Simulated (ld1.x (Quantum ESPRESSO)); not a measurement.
An all-electron radial function and its pseudo partner (iron (Fe))

Columns: radius, all-electron u(r) and pseudo u(r) of the 3p shell (level -60.83 eV) of iron in the configuration [Ne] 3s2 3p6 3d6 4s1.5 4p0.5; LDA (PZ), scalar-relativistic, RRKJ scheme, ld1.x (Quantum ESPRESSO) 7.5.

```tsv
r (bohr)	all-electron	pseudo
0.057	0.3103	-0.0114
0.115	0.5836	-0.0488
0.172	0.5737	-0.1160
0.230	0.3605	-0.2199
0.288	0.0540	-0.3588
0.345	-0.2598	-0.5207
0.402	-0.5417	-0.6923
0.460	-0.7748	-0.8568
0.518	-0.9481	-0.9932
0.575	-1.0632	-1.0886
0.632	-1.1308	-1.1437
0.690	-1.1596	-1.1640
0.747	-1.1570	-1.1576
0.805	-1.1312	-1.1312
0.862	-1.0894	-1.0894
0.920	-1.0355	-1.0355
0.977	-0.9756	-0.9756
1.035	-0.9108	-0.9108
1.092	-0.8459	-0.8459
1.150	-0.7803	-0.7803
1.208	-0.7165	-0.7165
1.265	-0.6563	-0.6563
1.322	-0.5993	-0.5993
1.380	-0.5448	-0.5448
1.438	-0.4940	-0.4940
1.495	-0.4478	-0.4478
```

How many radial nodes do the two functions have?

The all-electron 3p function has n − l − 1 = 1; the pseudo-wave has 0, since the states of the same l below it are removed with the core.

At about which radius was the pseudo-wave matched?

0.80 bohr, where the columns begin to agree (steps of 0.06 bohr).

Is the pseudo-wave norm-conserving?

Yes: the RRKJ scheme keeps the norm inside the radius equal to the all-electron one, which fixes the energy derivative of the logarithmic derivative at the level.
